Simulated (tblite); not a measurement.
CrF2O2 (SMILES [O]=[Cr](=[O])([F])[F]), singlet, geometry from GFN2-xTB (such geometries of metal compounds can be far from the true shape); tblite with GFN1-xTB.

The tblite input:
```
$ tblite run mol.xyz --method gfn1 --charge 0 --spin 0 --grad --json tblite.json --no-restart

# file mol.xyz
5

Cr     0.05209847    -0.00918190     0.01711959
O      1.23511899    -0.33445517    -0.92728600
O      0.50205912     0.02829272     1.49812372
F     -0.56708148     1.48699299    -0.39379254
F     -1.11600608    -1.19036352    -0.15927100
```

What the program printed (banner, timings and long lists left out):

```
xTB calculator
 | screened Coulomb repulsion
 | Coulomb electrostatics
 |  * isotropic Klopman-Ohno-Mataga-Nishimoto electrostatics
 |  * onsite third-order electrostatics
 | DFT-D3(BJ) dispersion correction

halogen bonding energy    0.0000000000000E+00 Eh
repulsion energy          8.2562646165756E-02 Eh
dispersion energy        -1.1706105845006E-03 Eh
number of electrons       3.2000000000000E+01 e
integral cutoff           4.0000000000000E+01 bohr

------------------------------------------------------------
  cycle        total energy    energy error   density error
------------------------------------------------------------
      1     -14.90558980948  -1.4986982E+01   1.5835412E+00
      2     -26.97483236655  -1.2069243E+01   2.8916814E+00
      3     -19.54602472085   7.4288076E+00   8.5982267E-01
      4     -20.07647388164  -5.3044916E-01   1.2150061E+00
      5     -20.85899432990  -7.8252045E-01   6.9754858E-01
      6     -20.49627943724   3.6271489E-01   8.7623048E-01
      7     -21.42013984151  -9.2386040E-01   1.4139089E-01
      8     -21.45277434320  -3.2634502E-02   1.0432137E-01
      9     -21.46311677075  -1.0342428E-02   5.4787285E-02
     10     -21.46704531793  -3.9285472E-03   1.0357496E-02
     11     -21.46696589828   7.9419655E-05   1.2730952E-02
     12     -21.46720514443  -2.3924615E-04   1.0621414E-03
     13     -21.46720715595  -2.0115218E-06   3.1289730E-04
     14     -21.46720725245  -9.6496496E-08   7.4822478E-05
     15     -21.46720726197  -9.5247650E-09   3.0175387E-05
     16     -21.46720726238  -4.0984105E-10   1.9656777E-05
------------------------------------------------------------

electronic energy        -2.1548599297964E+01 Eh
total energy             -2.1467207262383E+01 Eh

Post processing:
 | Mayer-Wiberg bond orders

[Info] Tight-binding results written to 'tblite.txt'
[Info] JSON dump of results written to 'tblite.json'
```
